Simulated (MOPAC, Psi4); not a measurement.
Approach curve of the dimer H2 ··· Na+ (SMILES [H][H] and [Na+]) (charge +1), singlet. Monomers: optimised at B3LYP-D3(BJ) (def2-TZVP), held rigid. Orientation: lowest of the rigid-body minima from ten starts at GFN2-xTB. The monomers approach along the line of their centres of mass (distance R); nothing else relaxes.

Methods: PM3, restricted, heats of formation (MOPAC); CCSD(T)/aug-cc-pVDZ = DF-CCSD(T)/aug-cc-pVDZ, all electrons correlated, counterpoise-corrected run with Psi4 1.11.

Interaction energies in kJ/mol:

| R / Å | PM3 |
|---|---|
| 2.76 | -62.76 |
| 2.93 | -58.10 |
| 3.13 | -49.81 |
| 3.48 | -34.06 |
| 3.75 | -23.75 |
| 4.29 | -10.29 |
| 4.95 | -3.29 |
| 5.99 | -0.59 |
| 7.27 | -0.16 |

Estimate the CCSD(T)/aug-cc-pVDZ values at these points.

2.76: -1.89; 2.93: -2.23; 3.13: -1.98; 3.48: -1.19; 3.75: -0.69; 4.29: -0.12; 4.95: 0.13; 5.99: 0.20; 7.27: 0.17 (kJ/mol).
